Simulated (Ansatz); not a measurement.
Reaction (redistribution): `[F][Al]([Br])[Br]` + `[NH2][Al]([F])[Cl]` → `[F][Al]([Cl])[Br]` + `[NH2][Al]([F])[Br]`

Computed with Ansatz on PBE0-D4/def2-TZVP structures; ΔE is electronic, products minus reactants. CCSD(T)/CBS is the MP2 limit (def2-TZVPP, def2-QZVPP) plus CCSD(T) − MP2 in def2-TZVPP, frozen cores. For Br outer-core shells are correlated without core-valence functions, which leaves a few kJ/mol of doubt a bond. Scalar relativity is left out up to krypton. Each species was taken in one conformer, which may not be the lowest.

| species | SCS-MP2/def2-TZVPP energy (Eh) |
| --- | --- |
| `[F][Al]([Br])[Br]` | -5487.28915 |
| `[NH2][Al]([F])[Cl]` | -857.47824 |
| `[F][Al]([Cl])[Br]` | -3374.31681 |
| `[NH2][Al]([F])[Br]` | -2970.45048 |

**Question.** Work out ΔE.

**Answer.** ΔE = (-3374.31681) + (-2970.45048) − (-5487.28915) − (-857.47824) = 0.00010 Eh = +0.3 kJ/mol. CCSD(T)/CBS gives +0.6 kJ/mol.

**Question.** What do rigid-rotor, harmonic-oscillator terms from PBE0-D4/def2-TZVP frequencies (298.15 K, 1 bar) make of the CCSD(T)/CBS value? (An estimate is asked.)

**Answer.** Computed: ΔZPE = 0.0 kJ/mol, ΔH = +0.5 kJ/mol, ΔS = 6 J/(mol·K), ΔG = -1.2 kJ/mol.

Largest T1 diagnostic among the species: 0.010.

Leaving LDA and LC-ωPBE aside and taking each functional with its dispersion term where it has one, the values, not all of them listed here, spread over 0.5 kJ/mol, from ωB97X-V to revPBE-D4.
